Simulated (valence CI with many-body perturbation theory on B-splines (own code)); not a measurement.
## P: E2, M1 decay

Calculated by relativistic CI+MBPT: five valence electrons over a frozen Dirac-Fock core [Ne], a basis of 9 s, 9 p, 8 d, 6 f, 3 g, 1 h functions for each j, with the one-electron correlation potential Σ1, the two-electron term Σ2, the three-electron term Σ3, Breit, model QED; selected CI, second order for the rest, scaled by the run's own slope (own B-spline code, finite nucleus).

Set against measurement, 25 paired levels are off by 56 cm⁻¹ on average, the worst by 186. These come from a selection out of the NIST Handbook of Basic Atomic Spectroscopic Data. Levels without a partner in it may be off by more. Among the levels kept, up to 2600 cm⁻¹ of a level comes from second order outside the variational space, and about a tenth of that is noise between levels of different J, which matters for small intervals.

Lines 1 to 13 of 13 in falling wavelength, among levels below 75161 cm⁻¹, chosen from the decays that carry over 1 % of a level's rate. Wavelengths and rates use the calculated energies, so an error of 60 cm⁻¹ moves a line at 1364 nm by 0.82 % and its rate by three times that or more. Electric multipoles are in the length gauge, E1 and E2 with the static RPA response of the core. S is in atomic units (e²a₀⁴ for E2 and M2, e²a₀⁶ for E3), for M1 in squared Bohr magnetons. Weak lines are less certain than strong ones. Lines between different terms over intervals too small for the method are left out, as are lines whose strength nearly cancels.

| λ vac (nm) | λ from measured levels | Upper | Lower | Type | A (s⁻¹) | S (a.u.) |
| --- | --- | --- | --- | --- | --- | --- |
| 1364 | 1361 | 3s2 3p3 2P°_1/2 | 3s2 3p3 2D°_5/2 | E2 | 4.37e-02 | 3.69e+01 |
| 1357 | 1358 | 3s2 3p3 2P°_1/2 | 3s2 3p3 2D°_3/2 | E2 | 6.72e-02 | 5.53e+01 |
| 1357 | 1358 | 3s2 3p3 2P°_1/2 | 3s2 3p3 2D°_3/2 | M1 | 9.16e-03 | 1.70e-03 |
| 1348 | 1357 | 3s2 3p3 2P°_3/2 | 3s2 3p3 2D°_5/2 | E2 | 8.08e-02 | 1.29e+02 |
| 1348 | 1357 | 3s2 3p3 2P°_3/2 | 3s2 3p3 2D°_5/2 | M1 | 8.41e-03 | 3.06e-03 |
| 1342 | 1354 | 3s2 3p3 2P°_3/2 | 3s2 3p3 2D°_3/2 | E2 | 3.53e-02 | 5.49e+01 |
| 1342 | 1354 | 3s2 3p3 2P°_3/2 | 3s2 3p3 2D°_3/2 | M1 | 1.52e-02 | 5.44e-03 |
| 870.9 | 880.2 | 3s2 3p3 2D°_3/2 | 3s2 3p3 4S°_3/2 | M1 | 1.10e-04 | 1.08e-05 |
| 870.9 | 880.2 | 3s2 3p3 2D°_3/2 | 3s2 3p3 4S°_3/2 | E2 | 5.34e-05 | 9.56e-03 |
| 868.2 | 879.0 | 3s2 3p3 2D°_5/2 | 3s2 3p3 4S°_3/2 | E2 | 8.26e-05 | 2.18e-02 |
| 868.2 | 879.0 | 3s2 3p3 2D°_5/2 | 3s2 3p3 4S°_3/2 | M1 | 3.40e-06 | 4.94e-07 |
| 530.5 | 534.1 | 3s2 3p3 2P°_1/2 | 3s2 3p3 4S°_3/2 | M1 | 1.90e-02 | 2.10e-04 |
| 528.1 | 533.4 | 3s2 3p3 2P°_3/2 | 3s2 3p3 4S°_3/2 | M1 | 4.78e-02 | 1.04e-03 |
